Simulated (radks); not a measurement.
Effect of the nuclear size on the bromine ion Br+, [Ar] 3d10 4s2 4p4. Method: Dirac Kohn-Sham, PBE, spin-unpolarised, spherical densities, finite nucleus; open shells are shared between the two j in proportion to 2j + 1; Fermi nuclear charge, rms radius 4.1629 fm; computed with a radial shooting solver on a logarithmic mesh with Libxc functionals. The rms radius is varied about that value; shifts are against it.

| rms radius (fm) | total energy shift (eV) | density at nucleus (e/bohr^3) | 1s1/2 shift (meV) | 2s1/2 shift (meV) | 3s1/2 shift (meV) | 3p1/2 shift (meV) | 4s1/2 shift (meV) |
|---|---|---|---|---|---|---|---|
| 3.5967 | -0.137 | 4.487e+04 | -58.3 | -5.86 | -0.914 | 0.090 | -0.096 |
| 4.0297 | -0.0340 | 4.448e+04 | -14.4 | -1.45 | -0.226 | 0.022 | -0.024 |
| 4.1629 | 0 | 4.437e+04 | 0.000 | 0.000 | 0.000 | 0.000 | 0.000 |
| 4.4335 | 0.0722 | 4.416e+04 | 30.6 | 3.08 | 0.480 | -0.047 | 0.051 |
| 5.0163 | 0.242 | 4.375e+04 | 103 | 10.3 | 1.61 | -0.158 | 0.170 |

Slopes of the eigenvalues against <r^2> in GHz/fm^2, as finite differences over the two radii next to the reference (eigenvalue slopes, not the field-shift constants of lines): 1s1/2 3190, 2s1/2 320, 3s1/2 50.0, 3p1/2 -4.91, 4s1/2 5.27.
